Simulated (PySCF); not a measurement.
# How methods differ on the ionisation energy of Tm⁵⁴⁺

Tm⁵⁴⁺ [Ne] 3s2 3p3 [3p1/2^2 3p3/2^1, M_J = 3/2] → Tm⁵⁵⁺ [Ne] 3s2 3p2 [3p1/2^2, M_J = 0], as a difference of total energies. Calculation: PySCF 2.14, in an uncontracted even-tempered set (18 s from 15 bohr⁻², ratio 2.4; 14 p from 20 bohr⁻², ratio 2.4; 4 d from 69 bohr⁻², ratio 2.6; 4 f from 100 bohr⁻², ratio 2.6); the two-component X2C-1e Hamiltonian. Correlated levels: 1s2 frozen; the 54 highest virtual spinors dropped. "Screened" scales the spin-orbit matrix elements by Boettger's factors to mimic the two-electron term; Breit and QED terms are absent.

| method | ionisation energy (eV) |
| --- | --- |
| GHF (spin-free) | 5252.5 |
| GMP2 (spin-free) | 5252.9 |
| GHF (screened spin-orbit) | 5160.0 |
| GMP2 (screened spin-orbit) | 5160.5 |

Breit and QED terms and the two-electron picture change are absent.

The spin-free rows relax to the high-spin LS determinant and lack the spin-orbit shift.

The labels give the starting determinants; with spin-orbit coupling the two ends relaxed to ⟨J²⟩ = 3.75, ⟨L²⟩ = 2.55, ⟨S²⟩ = 1.51 and ⟨J²⟩ = 0.00, ⟨L²⟩ = 1.35, ⟨S²⟩ = 1.35.

For comparison: 5157 ± 5 eV (theoretical estimate listed by NIST; NIST Atomic Spectra Database, ionization energies).
